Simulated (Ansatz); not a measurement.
Reaction (ligand exchange at the Si–Cl bond): `Cl[SiH](Cl)Cl` + `[NH2][GeH2][Cl]` → `[Cl][GeH2][NH][SiH](Cl)Cl` + HCl

Gas-phase electronic energies from Ansatz, PBE0-D4/def2-TZVP geometries. CCSD(T)/CBS adds triple-zeta CCSD(T) − MP2 to the extrapolated MP2 energy (def2 sets, frozen cores). This one scheme is used for every species. For Ge outer-core shells are correlated without core-valence functions, which leaves a few kJ/mol of doubt a bond. Scalar relativity is left out up to krypton. Each species was taken in one conformer, which may not be the lowest.

```json
{"level": "CCSD/def2-TZVPP", "ΔE (kJ/mol)": "17.3"}
{"level": "HF/CBS(def2)", "ΔE (kJ/mol)": "26.0"}
```

Q: What does CCSD(T)/CBS give? (Estimate.)

A: The calculation gave: +20.6 kJ/mol. The listed levels differ from it by -3.3, 5.4 kJ/mol.

Largest T1 diagnostic among the species: 0.010.

The D4 term adds −11.5 kJ/mol with B3LYP and −6.9 kJ/mol with PBE0; it sums over pairs of atoms, weighted by their polarisabilities, and B3LYP, whose exchange is more repulsive, gets the larger term. From PBE to PBE0 (25 % exact exchange), in def2-TZVPP and without D4, ΔE moves by −4.0 kJ/mol.

B3LYP here is the variant with VWN-RPA as its local correlation; programs differ in this.
